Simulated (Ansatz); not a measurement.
Born–Oppenheimer molecular dynamics of H$_{8}$N$_{2}$OSi (12 atoms, charge 0, multiplicity 1). It starts at the highest image of a converged band, a first-order saddle point between two minima.

Method: Ansatz, RKS revPBE-D4/cc-pVDZ.

| Property | Result |
| --- | --- |
| ensemble | NVE (velocity Verlet) |
| time step | 0.5 fs |
| steps asked | 200 |
| starting velocities drawn for | 300 K |
| seed | 8596 |

Frames 2.5 fs apart, positions in Å, forces in eV/Å.

Velocities at 45 fs (Å/ps):

```
Si 0.15 2.21 -16.76
H 40.81 -2.92 66.31
N -13.94 0.08 12.87
H -15.21 6.08 19.09
H -11.88 -19.80 31.67
N 2.75 -0.66 -3.05
H 1.42 24.51 -13.21
H 2.87 11.77 3.15
H -18.11 1.64 -12.55
O 6.30 -4.55 9.14
H 3.40 -13.10 39.60
H 47.89 10.44 51.26
```

```xyz
12
Properties=species:S:1:pos:R:3:forces:R:3 time_fs=45 energy_less_start_eV=-1.279 T=1290
Si -0.451 0.021 -0.434 2.89 0.38 -3.89
H 1.405 -0.072 3.489 -1.16 0.26 -0.80
N 1.309 0.112 -0.397 0.22 -0.18 0.67
H 1.887 -0.690 -0.126 -0.08 -0.29 -0.09
H 1.701 0.915 0.115 -0.19 0.09 0.03
N -0.742 1.696 -0.838 -0.39 0.72 -1.33
H -1.758 1.819 -1.026 0.42 0.18 0.14
H -0.256 1.983 -1.722 -0.29 -0.15 0.71
H -0.672 -1.095 -1.482 0.07 0.10 0.33
O -1.618 -0.114 0.633 -2.49 -0.33 3.28
H -1.924 -0.989 0.887 -0.14 -0.51 0.18
H 0.748 0.076 3.022 1.15 -0.27 0.77
12
Properties=species:S:1:pos:R:3:forces:R:3 time_fs=47.5 energy_less_start_eV=-1.511 T=1469
Si -0.448 0.027 -0.480 0.69 -0.19 -2.09
H 1.477 -0.073 3.634 0.13 -0.04 0.12
N 1.275 0.112 -0.363 1.01 -0.38 0.58
H 1.847 -0.687 -0.082 -0.09 -0.53 -0.20
H 1.665 0.873 0.197 -0.24 0.48 0.09
N -0.736 1.696 -0.848 -0.96 0.92 -0.83
H -1.740 1.883 -1.052 0.37 -0.04 0.32
H -0.254 2.009 -1.697 0.28 0.07 -0.02
H -0.714 -1.087 -1.505 0.17 0.10 0.18
O -1.606 -0.127 0.662 -1.74 -1.35 2.52
H -1.912 -1.019 0.984 0.52 0.92 -0.50
H 0.897 0.095 3.170 -0.15 0.03 -0.17
12
Properties=species:S:1:pos:R:3:forces:R:3 time_fs=50 energy_less_start_eV=-1.594 T=1533
Si -0.444 0.032 -0.529 -1.31 -0.43 -0.08
H 1.557 -0.076 3.788 0.86 -0.31 0.80
N 1.246 0.110 -0.327 1.97 -0.45 0.84
H 1.801 -0.713 -0.050 -0.24 -0.16 -0.32
H 1.615 0.857 0.281 -0.37 0.16 -0.17
N -0.735 1.700 -0.862 -0.50 0.75 -0.29
H -1.703 1.946 -1.061 -0.48 0.00 0.24
H -0.235 2.039 -1.673 0.66 0.26 -0.52
H -0.746 -1.075 -1.517 0.21 -0.06 -0.10
O -1.601 -0.144 0.700 -0.15 0.05 0.68
H -1.873 -1.007 1.056 0.24 -0.11 -0.25
H 1.037 0.117 3.307 -0.87 0.31 -0.85
12
Properties=species:S:1:pos:R:3:forces:R:3 time_fs=52.5 energy_less_start_eV=-1.540 T=1492
Si -0.442 0.037 -0.580 -2.41 -0.47 1.51
H 1.674 -0.092 3.974 -0.91 0.42 -0.96
N 1.225 0.106 -0.287 2.02 -0.44 0.68
H 1.742 -0.749 -0.036 -0.10 0.08 -0.19
H 1.544 0.849 0.357 -0.26 -0.14 -0.24
N -0.735 1.707 -0.877 0.15 1.12 -1.02
H -1.691 2.009 -1.055 -0.44 -0.04 0.14
H -0.184 2.081 -1.672 -0.04 -0.12 0.32
H -0.766 -1.066 -1.535 0.19 -0.21 -0.33
O -1.597 -0.161 0.740 0.94 1.51 -1.01
H -1.821 -1.003 1.115 -0.05 -1.29 0.18
H 1.140 0.151 3.407 0.88 -0.42 0.91
12
Properties=species:S:1:pos:R:3:forces:R:3 time_fs=55 energy_less_start_eV=-1.474 T=1440
Si -0.445 0.040 -0.627 -2.58 -0.47 2.49
H 1.749 -0.088 4.116 -0.17 0.10 -0.22
N 1.212 0.100 -0.245 1.10 -0.45 -0.15
H 1.678 -0.782 -0.032 0.28 -0.02 0.11
H 1.458 0.836 0.420 0.09 -0.04 0.12
N -0.735 1.720 -0.897 -0.21 1.26 -1.16
H -1.701 2.068 -1.041 0.40 -0.29 0.09
H -0.133 2.118 -1.655 -0.48 -0.23 0.55
H -0.774 -1.068 -1.572 0.20 -0.17 -0.36
O -1.589 -0.173 0.777 0.84 0.01 -1.00
H -1.767 -1.059 1.177 0.39 0.41 -0.65
H 1.282 0.164 3.550 0.15 -0.11 0.17
12
Properties=species:S:1:pos:R:3:forces:R:3 time_fs=57.5 energy_less_start_eV=-1.297 T=1304
Si -0.454 0.043 -0.668 -2.24 -0.38 3.07
H 1.818 -0.082 4.252 0.84 -0.55 1.20
N 1.204 0.092 -0.203 0.30 -0.44 -0.82
H 1.629 -0.816 -0.022 0.42 0.07 0.34
H 1.377 0.820 0.490 0.25 -0.15 0.30
N -0.736 1.737 -0.922 -0.55 0.26 -0.17
H -1.692 2.111 -1.022 0.31 -0.20 -0.07
H -0.105 2.143 -1.612 0.02 0.25 -0.24
H -0.771 -1.080 -1.630 0.22 0.09 -0.16
O -1.578 -0.185 0.811 0.94 -0.38 -1.37
H -1.692 -1.099 1.204 0.37 0.87 -0.84
H 1.430 0.176 3.695 -0.86 0.55 -1.24
12
Properties=species:S:1:pos:R:3:forces:R:3 time_fs=60 energy_less_start_eV=-1.165 T=1202
Si -0.468 0.044 -0.704 -1.61 -0.14 3.45
H 1.921 -0.097 4.436 -0.57 0.47 -0.98
N 1.197 0.083 -0.165 -0.09 -0.31 -0.89
H 1.604 -0.844 0.007 0.27 0.36 0.38
H 1.310 0.792 0.576 0.20 -0.55 0.00
N -0.739 1.755 -0.947 0.10 -0.78 0.30
H -1.668 2.144 -1.007 -0.51 0.20 -0.21
H -0.078 2.183 -1.579 0.22 0.43 -0.49
H -0.754 -1.086 -1.697 0.20 0.33 0.08
O -1.564 -0.197 0.839 1.11 1.17 -2.46
H -1.597 -1.097 1.185 0.14 -0.70 -0.12
H 1.542 0.208 3.791 0.55 -0.47 0.95
12
Properties=species:S:1:pos:R:3:forces:R:3 time_fs=62.5 energy_less_start_eV=-1.095 T=1147
Si -0.485 0.046 -0.732 -0.84 0.18 3.69
H 2.000 -0.091 4.576 -0.27 0.26 -0.55
N 1.190 0.072 -0.130 -0.38 -0.17 -0.96
H 1.595 -0.853 0.058 0.14 0.25 0.27
H 1.254 0.735 0.662 0.09 -0.51 -0.13
N -0.741 1.770 -0.971 0.52 -0.48 -0.25
H -1.669 2.186 -1.004 -0.18 0.07 -0.22
H -0.044 2.244 -1.571 -0.52 -0.14 0.17
H -0.727 -1.074 -1.759 0.11 0.39 0.21
O -1.546 -0.206 0.858 0.97 0.90 -2.66
H -1.492 -1.127 1.156 0.10 -0.51 -0.09
H 1.677 0.219 3.928 0.25 -0.27 0.53
12
Properties=species:S:1:pos:R:3:forces:R:3 time_fs=65 energy_less_start_eV=-0.970 T=1052
Si -0.504 0.048 -0.751 -0.09 0.61 3.89
H 2.068 -0.076 4.696 0.60 -0.72 1.49
N 1.181 0.061 -0.100 -0.53 -0.15 -1.11
H 1.595 -0.848 0.125 0.06 -0.13 0.00
H 1.203 0.648 0.742 -0.07 -0.04 0.02
N -0.742 1.784 -0.997 -0.21 -0.17 -0.25
H -1.678 2.231 -1.014 0.56 -0.35 -0.17
H -0.036 2.299 -1.557 -0.53 -0.35 0.23
H -0.693 -1.039 -1.811 -0.02 0.27 0.18
O -1.524 -0.212 0.867 1.02 -0.85 -2.36
H -1.383 -1.179 1.119 -0.17 1.14 -0.41
H 1.823 0.220 4.085 -0.61 0.72 -1.50
12
Properties=species:S:1:pos:R:3:forces:R:3 time_fs=67.5 energy_less_start_eV=-0.921 T=1013
Si -0.523 0.051 -0.763 0.55 1.13 4.00
H 2.159 -0.089 4.873 -0.27 0.42 -0.87
N 1.170 0.049 -0.074 -0.41 -0.20 -0.70
H 1.598 -0.849 0.191 -0.11 -0.21 -0.40
H 1.148 0.559 0.822 -0.24 0.22 -0.16
N -0.744 1.796 -1.023 -0.65 -0.96 0.33
H -1.660 2.257 -1.034 0.08 -0.25 -0.09
H -0.056 2.337 -1.532 0.36 0.05 -0.32
H -0.660 -0.989 -1.852 -0.16 0.04 0.06
O -1.498 -0.221 0.867 0.83 -0.47 -2.65
H -1.283 -1.175 1.061 -0.24 0.65 -0.06
H 1.944 0.250 4.182 0.26 -0.42 0.85
12
Properties=species:S:1:pos:R:3:forces:R:3 time_fs=70 energy_less_start_eV=-0.833 T=945
Si -0.541 0.056 -0.766 1.06 1.47 3.79
H 2.241 -0.084 5.015 -0.20 0.41 -0.84
N 1.157 0.035 -0.051 -0.32 -0.19 -0.04
H 1.595 -0.861 0.233 -0.26 -0.09 -0.70
H 1.079 0.481 0.890 -0.25 0.22 -0.59
N -0.747 1.804 -1.048 0.03 -1.33 0.35
H -1.639 2.270 -1.059 -0.76 0.09 -0.03
H -0.058 2.374 -1.522 0.47 -0.09 -0.28
H -0.636 -0.935 -1.889 -0.27 -0.13 -0.01
O -1.469 -0.230 0.857 0.17 1.10 -2.95
H -1.194 -1.139 1.000 0.13 -1.06 0.46
H 2.075 0.262 4.315 0.19 -0.41 0.83
12
Properties=species:S:1:pos:R:3:forces:R:3 time_fs=72.5 energy_less_start_eV=-0.835 T=947
Si -0.556 0.065 -0.761 1.51 1.43 3.10
H 2.314 -0.062 5.122 0.25 -0.79 1.58
N 1.143 0.022 -0.029 -0.48 -0.04 -0.11
H 1.577 -0.880 0.236 -0.20 -0.16 -0.68
H 0.996 0.417 0.926 -0.09 0.25 -0.49
N -0.751 1.808 -1.071 0.01 -0.38 -0.01
H -1.655 2.285 -1.086 -0.09 -0.21 -0.03
H -0.037 2.404 -1.527 -0.24 -0.69 0.20
H -0.629 -0.889 -1.927 -0.33 -0.14 0.11
O -1.439 -0.237 0.836 0.12 0.00 -2.49
H -1.102 -1.151 0.964 -0.21 -0.06 0.40
H 2.215 0.257 4.482 -0.25 0.79 -1.58
```

Of the whole run (100 fs, mean temperature of the second half 1073 K): The conserved energy stayed within 0.15 meV per atom of its start (net change 0.06 meV per atom), so the integration is sound. The kinetic energy rose, since the run started high on the potential surface and went downhill. It ends in pieces (H2 + H6N2OSi), so much of that is their flight and rotation, not heat. A run of 0.1 ps of so small a system gives no equilibrium averages. The orbitals stay closed-shell, which can raise the energy where a bond breaks towards radicals; this wasn't checked here.

The run took 2.2 min on 2 threads of AMD EPYC 9R45 96-Core Processor (Zen 5) (shared host), peak memory 0.15 GiB.
